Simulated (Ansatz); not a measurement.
C$_{4}$H$_{12}$N (SMILES C[N+](C)(C)C), charge +1, singlet, geometry from GFN2-xTB; PBE0/6-31G (Ansatz, an electronic-structure program).

Input for Ansatz:
Ansatz 0.2 input:
```yaml
crystal:
  periodic: [false, false, false]
  atoms:
    - {symbol: C, position_ang: [-0.25342698, -0.62284191, -1.31180330]}
    - {symbol: N, position_ang: [0.00000000, 0.00000000, 0.00000000]}
    - {symbol: C, position_ang: [0.06935110, 1.46414215, -0.15640771]}
    - {symbol: C, position_ang: [-1.09357093, -0.34391601, 0.92671979]}
    - {symbol: C, position_ang: [1.27764681, -0.49738422, 0.54149121]}
    - {symbol: H, position_ang: [-1.19490808, -0.26461226, -1.72465318]}
    - {symbol: H, position_ang: [-0.30728344, -1.70556675, -1.21197051]}
    - {symbol: H, position_ang: [0.54700929, -0.37735136, -2.00764548]}
    - {symbol: H, position_ang: [0.25631726, 1.93850254, 0.80545821]}
    - {symbol: H, position_ang: [-0.86842299, 1.84634022, -0.55598820]}
    - {symbol: H, position_ang: [0.87349438, 1.73360112, -0.83898050]}
    - {symbol: H, position_ang: [-2.04470084, 0.01751703, 0.53957871]}
    - {symbol: H, position_ang: [-1.15707621, -1.42343746, 1.05226138]}
    - {symbol: H, position_ang: [-0.91996060, 0.10967935, 1.90102512]}
    - {symbol: H, position_ang: [1.24137430, -1.57866821, 0.66260856]}
    - {symbol: H, position_ang: [2.09566703, -0.25045282, -0.13306641]}
    - {symbol: H, position_ang: [1.47848991, -0.04555140, 1.51137230]}
basis:
  gaussian:
    orbitals: 6-31G
    point_charges:
      - {charge: -1.0, position_ang: [-5.0563, 0.6883, -0.3480]}
hamiltonian:
  xc: pbe0
total_charge: 1
```

Output, abridged:

```
Functional definition: PBE0
1024 factors; integrals over basis functions are off by at most 1.6e-4 eV
mean field evaluation 1: about -5811.7162 eV, gradient 6.3e1 eV
mean field evaluation 2: about -5810.4260 eV, gradient 6.5e1 eV
mean field evaluation 4: about -5821.2412 eV, gradient 2.3e0 eV
mean field evaluation 8: about -5821.6541 eV, gradient 1.0e-1 eV
mean field evaluation 16: about -5821.6541 eV, gradient 3.7e-5 eV
mean field -5821.65411262 eV, -213.9418425799 hartree, gradient 3.7e-5 eV, S^2 0.000000; 0 other end points of the search recorded, 0 dependent functions left out
reference -5821.65413074 eV, -213.9418432457 hartree; 21, 21 occupied and 48, 48 virtual orbitals, 1024 factors
Total energy: -5821.65413074 eV, -213.9418432457 hartree
```
